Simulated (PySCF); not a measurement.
Functional benchmark on one molecule

Molecule: 4-Methylpyridine, C6H7N.

Numbering as in the mapped SMILES `[CH3:1][c:2]1[cH:3][cH:4][n:5][cH:6][cH:7]1`. Each H is labelled by its parent atom.

Geometry PBE0-D3(BJ)/def2-SVP throughout; GIAO in PySCF 2.14, gas phase, one conformer, non-relativistic; equivalent atoms averaged; basis pcSseg-1.

Reference values (estimated from measurements, as parent shift plus tabulated substituent increments; solution, not stated per compound (mostly CDCl3 or CCl4); Pretsch, Buehlmann, Badertscher, Structure Determination of Organic Compounds, 4th ed. (2009)): δ(C4/C6) = 150.3 ppm, δ(C3/C7) = 124.4 ppm, δ(C2) = 146.5 ppm, δ(H(C4)/H(C6)) = 8.46 ppm, δ(H(C3)/H(C7)) = 7.12 ppm. Computed shifts are taken against TMS, calculated as an isolated molecule at each level.

How do the functionals BLYP, KT3, B3LYP, PBE0, mPW1PW91, WP04, BHandHLYP, CAM-B3LYP perform against the reference? Times are CPU seconds on shared hosts with different chips, so compare them loosely.

## Answers


```csv
functional,kind,C4/C6,C3/C7,C2,H(C4)/H(C6),H(C3)/H(C7),mean abs. error C,mean abs. error H,core-s
BLYP,GGA,153.7,127.8,149.4,8.47,6.77,3.2,0.18,71
KT3,GGA,142.4,117.9,137.5,8.34,6.69,7.8,0.28,18
B3LYP,global hybrid,156.2,129.6,152.2,8.53,6.90,5.6,0.14,48
PBE0,global hybrid,155.8,129.1,151.1,8.65,7.03,4.9,0.14,15
mPW1PW91,global hybrid,155.8,129.1,151.1,8.64,7.01,4.9,0.15,48
WP04,global hybrid,155.5,128.7,151.8,8.34,6.73,4.9,0.26,12
BHandHLYP,global hybrid,158.8,130.4,155.4,8.60,7.00,7.8,0.13,42
CAM-B3LYP,range-separated hybrid,159.6,132.2,156.1,8.59,7.00,8.9,0.12,59
```

For ¹³C the closest is BLYP (3.2 ppm) and the furthest CAM-B3LYP (8.9 ppm).

For ¹H the closest is CAM-B3LYP (0.12 ppm, with BHandHLYP, PBE0, B3LYP, mPW1PW91 practically level) and the furthest KT3 (0.28 ppm). One molecule is a small sample, and vibrational and solvent effects are absent from the calculation.
